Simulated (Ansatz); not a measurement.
CH₅BN₂Si. The species carries charge 0 and has multiplicity 1. The bonds changed during the relaxation, so this is another structure than the one it started from.

```xyz
10

Si   -0.231   -1.284    1.151
B    -0.157   -0.156   -0.513
N     0.799   -0.143   -1.620
C     0.571    1.121   -1.403
N    -0.684    1.223   -0.789
H     0.596   -0.626    2.202
H    -1.626   -1.379    1.662
H     0.295   -2.651    0.908
H     1.265    1.959   -1.514
H    -0.828    1.938   -0.082
```

**Question.** List the harmonic frequencies (cm⁻¹, unscaled) at PBE0-D4/def2-TZVP in Ansatz. (Best estimate.)

**Answer.** Computed: 48, 182, 184, 422, 464, 566, 653, 733, 789, 883, 932, 939, 944, 1026, 1085, 1188, 1277, 1323, 1542, 2208, 2220, 2243, 3097, 3518.

**Question.** Is this a minimum?

**Answer.** Yes, all 24 modes are real.

**Question.** Give the ideal-gas thermochemistry at 298.15 K and 1 bar (rigid rotor, harmonic oscillator; point group C1, symmetry number 1).

**Answer.** Zero-point energy 170.3 kJ/mol; H(298) − E = 189.0 kJ/mol; entropy 328.9 J/(mol·K), of which translation 164.1, rotation 109.3, vibration 55.5; G(298) − E = 90.9 kJ/mol. Modes under 100 cm⁻¹ are hindered rotations or soft bends, so the harmonic entropy is rough.
